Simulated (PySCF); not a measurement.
Excitations are Tamm–Dancoff values on a coarser integration grid. The basis has no diffuse functions, so Rydberg states are missing or too high.

**C2H5B, SMILES `C(B)=C` (charge 0, multiplicity 1)**

All values below come from PBE-D3(BJ)/def2-TZVP // B3LYP-D3(BJ)/def2-TZVP (PySCF).

HOMO: -7.47 eV
dipole moment: 1.43 D
HOMO–LUMO gap: 4.37 eV
LUMO: -3.10 eV
S1 excitation (TDA): 4.73 eV
S1 oscillator strength: 0.000
brightest of the four lowest singlets (TDA): 6.12 eV
T1 excitation (TDA): 3.59 eV
S1–T1 gap (TDA): 1.14 eV
total energy: -103.8981 Ha
cost: about 2.0 core-minutes (a rough figure)

```xyz
8

B      1.2696    -0.1895     0.1184
C     -0.0692     0.5412    -0.0517
C     -1.2276    -0.1334    -0.0879
H      2.3063     0.3984     0.1537
H      1.2694    -1.3793     0.2181
H     -0.1138     1.6236    -0.1467
H     -1.2439    -1.2144     0.0023
H     -2.1907     0.3533    -0.2064
```
Charge 0, spin multiplicity 1.
